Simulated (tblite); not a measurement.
C6H7FO2.
Numbering: `[CH3:1][O:2][C:3]1=[CH:4][C@@H:5]([F:6])[CH:7]=[CH:8][O:9]1` (hydrogens: H10, H11, H12 on C1; H13 on C4; H14 on C5; H15 on C7; H16 on C8)

Computed with GFN2-xTB (tblite), gas phase: nudged elastic band of 9 images (0 to 8), spring 0.2 eV/Å², climbing image at the end, force threshold 0.05 eV/Å. No saddle search or frequency run followed, so the top image need not be a first-order saddle, and its height can exceed the method's true barrier by a kcal/mol or more.

Path: rotation about C3–O2 (vinylic carbon bearing oxygen, ether oxygen), followed by the dihedral O9–C3–O2–C1, from -1° to 178°. Start geometry (image 0):
```
atom  x, y, z in Å
C1      2.679    0.808    0.102
O2      1.874   -0.165    0.744
C3      0.557   -0.163    0.468
C4     -0.259   -1.093    0.974
C5     -1.727   -1.057    0.734
F6     -2.395   -0.671    1.923
C7     -2.052   -0.061   -0.331
C8     -1.141    0.795   -0.775
O9      0.162    0.811   -0.397
H10     3.688    0.635    0.472
H11     2.655    0.687   -0.984
H12     2.358    1.820    0.358
H13     0.142   -1.836    1.640
H14    -2.144   -2.051    0.524
H15    -3.068   -0.008   -0.683
H16    -1.337    1.558   -1.513
```

The first guess turns that dihedral rigidly in even steps and adds one set of random displacements (0.04 Å standard deviation a coordinate) to every inner image. Energies of the images above image 0 (eV) in the early part of the optimisation:

```tsv
iteration	1	2	3	4	5	6	7	8
0	1.042	1.112	1.195	1.253	1.250	1.215	1.180	0.042
10	0.046	0.101	0.166	0.214	0.221	0.204	0.177	0.042
20	0.026	0.082	0.144	0.191	0.196	0.176	0.144	0.042
30	0.022	0.076	0.137	0.181	0.183	0.157	0.112	0.042
40	0.021	0.074	0.134	0.179	0.181	0.152	0.102	0.042
```

**Question.** Where does the band end, and how far was the first guess from it?

**Answer.** Final energies, images 1 to 8: 0.021, 0.072, 0.132, 0.178, 0.181, 0.144, 0.079, 0.042 eV. The highest point drops from 1.25 eV (image 4) to 0.181 eV (image 5), by 1.07 eV. Image 5 moved by 0.07 Å rms, its dihedral from 111° to 115°. The end images are fixed. The true force on the top image ends at 0.032 eV/Å, and the largest on any image at 0.06 eV/Å; away from the top, the method drives only the force across the path to zero. The last saved iteration is 50.

The cost below is that of the whole band run. The run took about 9 s of CPU time (one thread, shared machine).
